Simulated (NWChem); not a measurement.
System: C$_{4}$H$_{2}$F$_{2}$O; SMILES Fc1cocc1F

Excerpt of the output:

```
             Northwest Computational Chemistry Package (NWChem) 7.3.0
             --------------------------------------------------------

 C2V symmetry detected

                             Geometry "geometry" -> ""
                             -------------------------

 Output coordinates in angstroms (scale by  1.889725989 to convert to a.u.)

  No.       Tag          Charge          X              Y              Z
 ---- ---------------- ---------- -------------- -------------- --------------
    1 F                    9.0000     0.00000000     1.48440400     1.39106288
    2 C                    6.0000     0.00000000     0.71319400     0.32269688
    3 C                    6.0000     0.00000000     1.09642500    -0.98502012
    4 O                    8.0000     0.00000000     0.00000000    -1.76870712
    5 C                    6.0000     0.00000000    -1.09642500    -0.98502012
    6 C                    6.0000     0.00000000    -0.71319400     0.32269688
    7 F                    9.0000     0.00000000    -1.48440400     1.39106288
    8 H                    1.0000     0.00000000     2.06739400    -1.47079812
    9 H                    1.0000     0.00000000    -2.06739400    -1.47079812

 Effective nuclear repulsion energy (a.u.)     292.9189184643

      Symmetry information
      --------------------

 Group name             C2v
 Group number             16
 Group order               4
 No. of unique centers     5

                                 NWChem DFT Module
                                 -----------------

 Summary of "ao basis" -> "ao basis" (spherical)
 ------------------------------------------------------------------------------
       Tag                 Description            Shells   Functions and Types
 ---------------- ------------------------------  ------  ---------------------
 F                        aug-cc-pvdz                9       23   4s3p2d
 C                        aug-cc-pvdz                9       23   4s3p2d
 O                        aug-cc-pvdz                9       23   4s3p2d
 H                        aug-cc-pvdz                5        9   3s2p

      Symmetry analysis of basis
      --------------------------

        a1         66
        a2         25
        b1         28
        b2         60

            General Information
            -------------------
          SCF calculation type: DFT
          Wavefunction type:  closed shell.
          No. of atoms     :     9
          No. of electrons :    52
           Alpha electrons :    26
            Beta electrons :    26
          Charge           :     0
          Spin multiplicity:     1
          Use of symmetry is: on ; symmetry adaption is: on
          Maximum number of iterations: 150
          AO basis - number of functions:   179
                     number of shells:    73
          Convergence on energy requested:  1.00D-06
          Convergence on density requested:  1.00D-05
          Convergence on gradient requested:  5.00D-04

              XC Information
              --------------
                         PBE0 Method XC Functional
                     Hartree-Fock (Exact) Exchange  0.250
          PerdewBurkeErnzerhof Exchange Functional  0.750
            Perdew 1991 LDA Correlation Functional  1.000 local
           PerdewBurkeErnz. Correlation Functional  1.000 non-local

             Grid Information
             ----------------
          Grid used for XC integration:  medium
          Radial quadrature: Mura-Knowles
          Angular quadrature: Lebedev.
          Tag              B.-S. Rad. Rad. Pts. Rad. Cut. Ang. Pts.
          ---              ---------- --------- --------- ---------
          F                   0.50       49          15.0       434
          C                   0.70       49          14.0       434
          O                   0.60       49          11.0       434
          H                   0.35       45          15.0       434
          Grid pruning is: on
          Number of quadrature shells:   241
          Spatial weights used:  Erf1

      Superposition of Atomic Density Guess
      -------------------------------------

 Sum of atomic energies:        -425.21074073

      Non-variational initial energy
      ------------------------------

 Total energy =    -428.929978
 1-e energy   =   -1166.286171
 2-e energy   =     444.437274
 HOMO         =      -0.218754
 LUMO         =       0.032128

      Symmetry analysis of molecular orbitals - initial
      -------------------------------------------------

  Numbering of irreducible representations:

     1 a1          2 a2          3 b1          4 b2

  Orbital symmetries:

     1 a1          2 b2          3 a1          4 a1          5 b2
     6 a1          7 b2          8 a1          9 b2         10 a1
    11 a1         12 b2         13 b2         14 a1         15 a1
    16 b1         17 b2         18 a1         19 a2         20 b2
    21 b1         22 a1         23 b2         24 a1         25 b1
    26 a2         27 a1         28 b1         29 a1         30 b2
    31 b2         32 a1         33 b1         34 a1         35 a1
    36 a2

------------------------------------------------------------
EAF file 0: "./job.aoints.0" size=223346688 bytes
------------------------------------------------------------
               write      read    awrite     aread      wait
               -----      ----    ------     -----      ----
     calls:      426         0         0         0         0
   data(b): 2.23e+08  0.00e+00  0.00e+00  0.00e+00
   time(s): 0.00e+00  0.00e+00  0.00e+00  0.00e+00  0.00e+00
rate(mb/s): 0.00e+00  0.00e+00
------------------------------------------------------------

     ---------------------------------------------
      Total Density - Mulliken Population Analysis
     ---------------------------------------------

    Atom       Charge   Shell Charges
 -----------   ------   -------------------------------------------------------
    1 F    9     9.67   2.00  0.90  1.05  0.15  3.41  2.04  0.09  0.00  0.02
    2 C    6     5.31   2.01  0.69  0.51 -0.13  1.74  0.46  0.13  0.14 -0.23
    3 C    6     5.43   2.01  0.71  0.54 -0.07  1.87  0.34  0.03  0.10 -0.09
    4 O    8     8.57   2.00  0.84  0.98  0.03  2.86  1.82 -0.06  0.02  0.07
    5 C    6     5.43   2.01  0.71  0.54 -0.07  1.87  0.34  0.03  0.10 -0.09
    6 C    6     5.31   2.01  0.69  0.51 -0.13  1.74  0.46  0.13  0.14 -0.23
    7 F    9     9.67   2.00  0.90  1.05  0.15  3.41  2.04  0.09  0.00  0.02
    8 H    1     1.30   0.69  0.59  0.02  0.03 -0.02
    9 H    1     1.30   0.69  0.59  0.02  0.03 -0.02

   convergence    iter        energy       DeltaE   RMS-Dens  Diis-err
 ---------------- ----- ----------------- --------- --------- ---------
 d= 0,ls=0.0,diis     1   -427.9848357316 -7.21D+02  1.64D-02  9.88D-01
 d= 0,ls=0.0,diis     2   -427.9736060294  1.12D-02  6.85D-03  1.24D+00
 d= 0,ls=0.0,diis     3   -428.0796364541 -1.06D-01  1.43D-03  9.44D-02
 d= 0,ls=0.0,diis     4   -428.0869651131 -7.33D-03  5.71D-04  1.34D-02
 d= 0,ls=0.0,diis     5   -428.0882276492 -1.26D-03  1.71D-04  2.21D-03
  Resetting Diis
 d= 0,ls=0.0,diis     6   -428.0884343828 -2.07D-04  4.24D-05  4.11D-05
 d= 0,ls=0.0,diis     7   -428.0884392046 -4.82D-06  7.32D-06  7.96D-07
 d= 0,ls=0.0,diis     8   -428.0884392339 -2.93D-08  3.58D-06  5.93D-07

         Total DFT energy =     -428.088439233935
      One electron energy =    -1169.036240858918
           Coulomb energy =      499.543522630698
    Exchange-Corr. energy =      -51.514639470063
 Nuclear repulsion energy =      292.918918464347

 Numeric. integr. density =       51.999990171263

                  Occupations of the irreducible representations
                  ----------------------------------------------

                     irrep           alpha         beta
                     --------     --------     --------
                     a1               12.0         12.0
                     a2                2.0          2.0
                     b1                3.0          3.0
                     b2                9.0          9.0

                       DFT Final Molecular Orbital Analysis
                       ------------------------------------

 Vector   24  Occ=2.000000D+00  E=-3.761645D-01  Symmetry=a1
              MO Center= -5.1D-17, -8.9D-16, -1.7D-02, r^2= 3.5D+00
   Bfn.  Coefficient  Atom+Function         Bfn.  Coefficient  Atom+Function
  ----- ------------  ---------------      ----- ------------  ---------------
    76      0.266424  4 O  pz                 6      0.247639  1 F  py
   144     -0.247639  7 F  py                29     -0.232750  2 C  py
   121      0.232750  6 C  py                53     -0.230590  3 C  pz
    99     -0.230590  5 C  pz                 9      0.166682  1 F  py
   147     -0.166682  7 F  py                30      0.163214  2 C  pz

 Vector   25  Occ=2.000000D+00  E=-2.941635D-01  Symmetry=b1
              MO Center=  1.3D-17,  3.7D-15, -5.7D-02, r^2= 2.6D+00
   Bfn.  Coefficient  Atom+Function         Bfn.  Coefficient  Atom+Function
  ----- ------------  ---------------      ----- ------------  ---------------
    74     -0.338564  4 O  px                28      0.328577  2 C  px
   120      0.328577  6 C  px                77     -0.243614  4 O  px
     5     -0.232224  1 F  px               143     -0.232224  7 F  px
    31      0.197294  2 C  px               123      0.197294  6 C  px
     8     -0.158557  1 F  px               146     -0.158557  7 F  px

 Vector   26  Occ=2.000000D+00  E=-2.586368D-01  Symmetry=a2
              MO Center=  7.9D-16,  4.8D-14, -6.1D-01, r^2= 2.7D+00
   Bfn.  Coefficient  Atom+Function         Bfn.  Coefficient  Atom+Function
  ----- ------------  ---------------      ----- ------------  ---------------
    51      0.390519  3 C  px                97     -0.390519  5 C  px
    54      0.243374  3 C  px               100     -0.243374  5 C  px
    28      0.211591  2 C  px               120     -0.211591  6 C  px
    31      0.152900  2 C  px               123     -0.152900  6 C  px
     5     -0.132723  1 F  px               143      0.132723  7 F  px

 Vector   27  Occ=0.000000D+00  E=-1.071447D-02  Symmetry=b1
              MO Center=  2.7D-14, -1.6D-14, -8.3D-01, r^2= 4.2D+00
   Bfn.  Coefficient  Atom+Function         Bfn.  Coefficient  Atom+Function
  ----- ------------  ---------------      ----- ------------  ---------------
    57      0.439159  3 C  px               103      0.439159  5 C  px
    51      0.326919  3 C  px                97      0.326919  5 C  px
    54      0.318817  3 C  px               100      0.318817  5 C  px
    80     -0.311963  4 O  px                74     -0.306147  4 O  px
    77     -0.256205  4 O  px                28     -0.224203  2 C  px

 Vector   28  Occ=0.000000D+00  E= 2.274719D-03  Symmetry=a1
              MO Center= -2.3D-14, -3.7D-15, -7.5D-02, r^2= 1.6D+01
   Bfn.  Coefficient  Atom+Function         Bfn.  Coefficient  Atom+Function
  ----- ------------  ---------------      ----- ------------  ---------------
    27      2.509670  2 C  s                119      2.509670  6 C  s
   164     -1.720186  8 H  s                173     -1.720186  9 H  s
    50     -1.110329  3 C  s                 96     -1.110329  5 C  s
    59     -1.008468  3 C  pz               105     -1.008468  5 C  pz
    58      0.955682  3 C  py               104     -0.955682  5 C  py

 Vector   29  Occ=0.000000D+00  E= 1.027905D-02  Symmetry=a1
              MO Center= -3.9D-15, -2.1D-15, -1.4D+00, r^2= 1.3D+01
   Bfn.  Coefficient  Atom+Function         Bfn.  Coefficient  Atom+Function
  ----- ------------  ---------------      ----- ------------  ---------------
    50      2.612200  3 C  s                 96      2.612200  5 C  s
    27     -1.609757  2 C  s                119     -1.609757  6 C  s
   164     -0.755661  8 H  s                173     -0.755661  9 H  s
    59      0.667978  3 C  pz               105      0.667978  5 C  pz
    36      0.603114  2 C  pz               128      0.603114  6 C  pz

------------------------------------------------------------
EAF file 0: "./job.aoints.0" size=256376832 bytes
------------------------------------------------------------
               write      read    awrite     aread      wait
               -----      ----    ------     -----      ----
     calls:      489         7         0      3416      3416
   data(b): 2.56e+08  3.67e+06  0.00e+00  1.79e+09
   time(s): 0.00e+00  0.00e+00  0.00e+00  0.00e+00  0.00e+00
rate(mb/s): 0.00e+00  0.00e+00
------------------------------------------------------------

     ---------------------------------------------
      Total Density - Mulliken Population Analysis
     ---------------------------------------------

    Atom       Charge   Shell Charges
 -----------   ------   -------------------------------------------------------
    1 F    9     9.55   2.01  0.89  1.07  0.21  3.33  1.90  0.12  0.01  0.02
    2 C    6     5.29   2.02  0.64  0.58 -0.18  2.05  0.11  0.14  0.16 -0.23
    3 C    6     5.58   2.02  0.65  0.66 -0.06  2.07  0.22  0.01  0.11 -0.10
    4 O    8     8.42   2.01  0.83  1.03  0.07  2.84  1.62 -0.07  0.02  0.07
    5 C    6     5.58   2.02  0.65  0.66 -0.06  2.07  0.22  0.01  0.11 -0.10
    6 C    6     5.29   2.02  0.64  0.58 -0.18  2.05  0.11  0.14  0.16 -0.23
    7 F    9     9.55   2.01  0.89  1.07  0.21  3.33  1.90  0.12  0.01  0.02
    8 H    1     1.37   0.76  0.59  0.02  0.03 -0.04
    9 H    1     1.37   0.76  0.59  0.02  0.03 -0.04

     -------------------------------------------
      Total Density - Lowdin Population Analysis
     -------------------------------------------

    Atom       Charge   Shell Charges
 -----------   ------   -------------------------------------------------------
    1 F    9     8.85   1.92  0.88  0.66  0.11  3.17  1.78  0.21  0.01  0.11
    2 C    6     6.24   1.82  0.49  0.21  0.06  1.72  0.73  0.10  0.35  0.76
    3 C    6     5.98   1.82  0.49  0.23  0.07  1.74  0.75  0.09  0.25  0.53
    4 O    8     7.87   1.90  0.75  0.46  0.10  2.63  1.42  0.21  0.02  0.38
    5 C    6     5.98   1.82  0.49  0.23  0.07  1.74  0.75  0.09  0.25  0.53
    6 C    6     6.24   1.82  0.49  0.21  0.06  1.72  0.73  0.10  0.35  0.76
    7 F    9     8.85   1.92  0.88  0.66  0.11  3.17  1.78  0.21  0.01  0.11
    8 H    1     1.00   0.53  0.19  0.03  0.07  0.18
    9 H    1     1.00   0.53  0.19  0.03  0.07  0.18

     Multipole analysis of the density
     ---------------------------------

     L   x y z        total         alpha         beta         nuclear
     -   - - -        -----         -----         ----         -------
     0   0 0 0     -0.000000    -26.000000    -26.000000     52.000000

     1   1 0 0     -0.000000     -0.000000     -0.000000      0.000000
     1   0 1 0      0.000000      0.000000      0.000000      0.000000
     1   0 0 1     -0.603182     -0.301591     -0.301591      0.000000

     2   2 0 0    -28.874003    -14.437001    -14.437001      0.000000
     2   1 1 0      0.000000      0.000000      0.000000      0.000000
     2   1 0 1      0.000000      0.000000      0.000000      0.000000
     2   0 2 0    -25.600987   -135.537888   -135.537888    245.474788
     2   0 1 1     -0.000000     -0.000000     -0.000000      0.000000
     2   0 0 2    -29.638154   -152.442316   -152.442316    275.246478
```

Level: PBE0/aug-cc-pVDZ. Geometry: optimised at PBE0/def2-SVP.

**Question.** Write an input that gives this output.

**Answer.** One answer among several that fit: the input that was run:
```
start job
memory heap 200 mb stack 900 mb global 1100 mb
geometry units angstroms noautoz
  F      0.000000     1.484404     1.395487
  C      0.000000     0.713194     0.327121
  C      0.000000     1.096425    -0.980596
  O      0.000000     0.000000    -1.764283
  C      0.000000    -1.096425    -0.980596
  C      0.000000    -0.713194     0.327121
  F      0.000000    -1.484404     1.395487
  H      0.000000     2.067394    -1.466374
  H      0.000000    -2.067394    -1.466374
end
basis spherical
  * library aug-cc-pvdz
end
dft
  xc pbe0
  iterations 150
  semidirect filesize 400000000
  mulliken
end
task dft energy
```
